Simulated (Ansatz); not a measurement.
System: sum formula SiHF₂ (charge 0, doublet). It need not be the lowest isomer of its formula. 
Geometry from a B3LYP-D3(BJ)/def2-TZVP (Ansatz, a first-principles code) optimisation:
```xyz
4

Si    -0.0098     0.4860     0.0987
F      1.2817    -0.4565     0.1166
F     -1.2790    -0.4542    -0.1503
H      0.1137     1.3926    -1.0793
```
Charge 0, spin multiplicity 2.

Atomisation energy built up term by term with Ansatz (kcal/mol; UHF references for open shells; valence terms freeze the core; atomic spin-orbit terms are left out). CBS(X,Y): correlation extrapolated as X^-3; Hartree-Fock from the larger set (for Q and 5 zeta extrapolated as (X+1)exp(-9√X)).

```csv
term,basis,kcal/mol
Hartree-Fock,"CBS(cc-pV(Q+d)Z,cc-pV(5+d)Z)",259.76
CCSD correlation,"CBS(cc-pV(Q+d)Z,cc-pV(5+d)Z)",80.26
(T),"CBS(cc-pV(Q+d)Z,cc-pV(5+d)Z)",5.95
core correlation,cc-pwCVTZ,-0.17
scalar relativity (X2C),cc-pVTZ-DK against cc-pVTZ,-1.06
sum: De,,344.7
```

(T) makes 1.7 % of the CCSD(T) atomisation energy; under 5 % is typical of single-reference molecules.
